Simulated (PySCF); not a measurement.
A structure optimised at PBE0-D3(BJ)/def2-SVP, used in a PySCF frequency run:

```xyz
11

O     -1.7002     0.7080     1.2908
Sn     0.0000     0.0000     0.5899
O      1.4632     1.1184     1.2908
O      0.2369    -1.8264     1.2908
C      0.0000     0.0000    -1.6083
F     -0.2214     1.2252    -2.0831
F      1.1718    -0.4208    -2.0831
F     -0.9503    -0.8044    -2.0831
H     -2.1650     0.0363     1.8060
H      1.1139     1.8568     1.8060
H      1.0510    -1.8931     1.8060
```
Charge 0, spin multiplicity 1.

Problem. Write its SMILES, formula and point group.

Solution. [OH][Sn]([OH])([OH])[C](F)(F)F, CH3F3O3Sn, C3

Problem. What are its rotational constants (standard atomic weights)?

Solution. 1.9047, 0.93212, 0.93212 GHz
